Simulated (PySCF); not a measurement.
GeI, SMILES [Ge][I] (connectivity only; charge and spin as stated), charge +1, multiplicity 1. Atoms are numbered in the order given.

```xyz
2

Ge     0.0000     0.0000    -1.5094
I      0.0000     0.0000     0.9113
```
Charge +1, spin multiplicity 1.

The structure is a stationary point at B3LYP-D3(BJ)/def2-TZVP. The multiplicity is an assumed one; other spin states were not compared. The def2 effective core potentials stand for the cores of I; spin–orbit coupling is left out.

The numbers are results of PySCF with TDA-LC-ωPBE/def2-TZVPD, not measurements.

Vertical excitations; the highest root listed may be one member of a degenerate set.  State labels are in the subgroup C2v.

```
state  symmetry  energy (eV)  λ (nm)      f                                              main pairs
-----  --------  -----------  ------  -----  ------------------------------------------------------
S1           A2         3.87     321  0.000                      HOMO→LUMO 49 %, HOMO−1→LUMO+1 49 %
S2           A1         4.02     308  0.000               HOMO−1→LUMO, HOMO→LUMO+1 (degenerate set)
S3           A2         4.02     308  0.000               HOMO−1→LUMO+1, HOMO→LUMO (degenerate set)
S4           B1         4.06     306  0.013                            HOMO−2→LUMO (degenerate set)
S5           B2         4.06     306  0.013                          HOMO−2→LUMO+1 (degenerate set)
S6           A1         5.38     230  0.086  HOMO→LUMO+1 37 %, HOMO−1→LUMO 37 %, HOMO−2→LUMO+2 23 %
S7           B1         6.79     182  0.000                          HOMO−1→LUMO+2 (degenerate set)
S8           B2         6.79     182  0.000                            HOMO→LUMO+2 (degenerate set)
S9           B1         9.24     134  0.184                          HOMO−1→LUMO+3 (degenerate set)
S10          B2         9.24     134  0.184                            HOMO→LUMO+3 (degenerate set)
T1           B1         2.96     418      0                            HOMO−2→LUMO (degenerate set)
T2           B2         2.96     418      0                          HOMO−2→LUMO+1 (degenerate set)
T3           A1         3.28     378      0                      HOMO−1→LUMO 49 %, HOMO→LUMO+1 49 %
T4           A1         3.53     351      0                      HOMO→LUMO+1 49 %, HOMO−1→LUMO 49 %
```
Triplets are in the Tamm–Dancoff approximation.
